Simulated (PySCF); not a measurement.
CaO, SMILES [Ca]=[O]. Atoms are numbered in the order given.

```xyz
2

Ca     0.0000     0.0000    -0.5163
O      0.0000     0.0000     1.2907
```
Charge 0, spin multiplicity 1.

Geometry optimised at PBE0-D3(BJ)/def2-TZVPD.

Two levels are set side by side: PBE/pcSseg-2 (PySCF) and HF/pcSseg-2 (PySCF). GIAO shifts against H2O (¹⁷O) at the same level; non-relativistic, no solvent, atoms listed together averaged. Differences are taken from unrounded values.

```tsv
quantity	PBE
δ(¹⁷O) of O2 (ppm)	734.5
```

Problem. These are the PBE values. What does HF give? (The exact figures need the calculation; the answer reports its results.)

Solution. 
| quantity | HF | PBE minus HF |
|---|---|---|
| δ(¹⁷O) of O2 (ppm) | 830.3 | -95.8 |

Rough cost on one machine, each run with all the roots and properties that it gave: HF against PBE within a factor of 2.
